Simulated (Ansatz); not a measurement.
Isolated molecules relaxed with PBE0-D4/def2-TZVP in Ansatz; ΔE leaves out vibrations. CCSD(T)/CBS is the MP2 limit (def2-TZVPP, def2-QZVPP) plus CCSD(T) − MP2 in def2-TZVPP, frozen cores. This one scheme is used for every species. Functionals use def2-TZVPP. B3LYP here is the variant with VWN-RPA as its local correlation; programs differ in this. def2 core potentials past Kr. For Te outer-core shells are correlated without core-valence functions, which leaves a few kJ/mol of doubt a bond. One conformer a species, not always the lowest.

`S[SiH2][TeH]` + `C=N` → `C=N[SiH2][TeH]` + H₂S  (ligand exchange at the Si–S bond)

`S[SiH2][TeH]`:

```xyz
7

S    -0.021   -1.891   -1.028
Si    0.538   -0.178    0.111
Te   -0.788    1.793   -0.652
H    -1.322   -1.819   -0.698
H     0.310   -0.346    1.568
H     1.989   -0.037   -0.157
H    -0.705    2.479    0.856
```

`C=N`:

Z-matrix (Å, degrees):
```
C
N 1 1.261
H 1 1.096 2 124.9
H 1 1.092 2 118.8 3 -180.0
H 2 1.021 1 111.0 3 -0.0
```

`C=N[SiH2][TeH]`:

Z-matrix (Å, degrees):
```
Si
N 1 1.736
Te 1 2.508 2 116.0
H 1 1.482 2 107.6 3 117.9
H 1 1.481 2 107.2 3 -122.5
C 2 1.256 1 127.0 3 0.2
H 3 1.658 1 91.3 2 -78.1
H 6 1.101 2 123.7 1 -0.0
H 6 1.096 2 120.0 1 -179.9
```

H₂S:

Cartesian coordinates in Å:
```
S -0.587 -0.192 0.051
H 0.571 -0.807 -0.234
H 0.016 0.999 0.182
```

```tsv
level	ΔE (kJ/mol)
B3LYP	9.2
CCSD(T)/def2-TZVPP	9.9
```

Question: What does CCSD(T)/CBS give? (Estimate.)

Answer: Ansatz gave: +11.9 kJ/mol. The listed levels differ from it by -2.7, -2.0 kJ/mol.

Largest T1 diagnostic among the species: 0.013.
